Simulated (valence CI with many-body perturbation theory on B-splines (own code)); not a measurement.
The numbers below are computed, except where a source is named.
Hyperfine factors and g values of Hg LIX

Level of theory: configuration interaction combined with many-body perturbation theory (CI+MBPT): four valence electrons over a frozen Dirac-Fock core [Ar], a basis of 9 s, 9 p, 10 d, 8 f, 5 g, 3 h, 1 i functions for each j, with the one-electron correlation potential Σ1, the two-electron term Σ2, the three-electron term Σ3, Breit, model QED; selected CI, second order for the rest (own B-spline code, finite nucleus).

No measured spectrum was set against this ion. As an estimate, large intervals hold to a few tenths of a per cent, small ones and those within an open d or f shell to about a per cent. The list stops below the first excitations out of the core. Only levels of the ground parity were solved; by the run's estimate the other parity begins above the list, which can be wrong where configurations are misplaced.

A/g_I is the dipole constant over the nuclear g factor μ/I (μ in nuclear magnetons, uniformly magnetised nucleus), B/Q the quadrupole constant per barn. Both hold the static response of the core; the bare values leave it out. Large factors of s and p1/2 electrons are usually good to 5 to 10 %; those of open d and f shells near neutrality can be off by tens of per cent, and small factors of p3/2, d and f electrons come from cancelling terms and can be off by a factor of two or in sign, in half-filled shells by more. B is blank for J = 1/2, where it vanishes, and for nearly pure S terms. Energies count from the lowest level. Levels with J = 0 are left out.

Levels are named by their leading jj configuration (3d3/2^4 stands for four electrons in 3d with j = 3/2), which in mixed levels can hold well under half, so a name can repeat and another be missing. Letters in brackets count levels of one name in rising energy.

```tsv
Level	E (eV)	g	A/g_I (MHz)	A/g_I bare	B/Q (MHz/b)	B/Q bare
(3d3/2^3 3d5/2) J=1	95.79	1.488	-10800	-8820	24200	24400
(3d3/2^3 3d5/2) J=4	108.53	1.051	84400	84800	9360	9140
(3d3/2^3 3d5/2) J=2	112.98	1.176	58000	58900	83600	84300
(3d3/2^3 3d5/2) J=3	116.48	1.096	76400	77000	68200	68700
(3d3/2^2 3d5/2^2) J=2 [a]	201.02	1.307	18800	20100	42500	42900
(3d3/2^2 3d5/2^2) J=4 [a]	203.97	1.131	67500	68200	-32100	-32600
(3d3/2^2 3d5/2^2) J=3 [a]	206.40	1.183	52700	53500	13100	13200
(3d3/2^2 3d5/2^2) J=5	209.83	1.076	76100	76600	68200	68600
(3d3/2^2 3d5/2^2) J=6	212.73	1.061	81300	81700	86800	87400
(3d3/2^2 3d5/2^2) J=1	216.56	1.041	92100	92500	14300	14400
(3d3/2^2 3d5/2^2) J=3 [b]	219.11	1.046	88200	88600	14600	14700
(3d3/2^2 3d5/2^2) J=4 [b]	219.77	1.025	87100	87400	-20300	-20400
(3d3/2^2 3d5/2^2) J=2 [b]	222.17	1.067	79600	80100	39300	39600
(3d3/2^2 3d5/2^2) J=2 [c]	236.34	0.956	108000	108000	-10000	-10200
(3d3/2^2 3d5/2^2) J=4 [c]	242.22	1.169	59200	60000	129000	130000
(3d3/2^2 3d5/2^2) J=2 [d]	257.04	1.100	77100	77700	-52900	-53300
```

Problem. Take the isotope of mass number 199, with I = 1/2, μ = 0.5039 μN. What is the hyperfine structure of (3d3/2^3 3d5/2) J=1?

Solution. From the table A = -10900 MHz. Shifts from the centre of gravity in MHz: F = 1/2: 10900, F = 3/2: -5450.
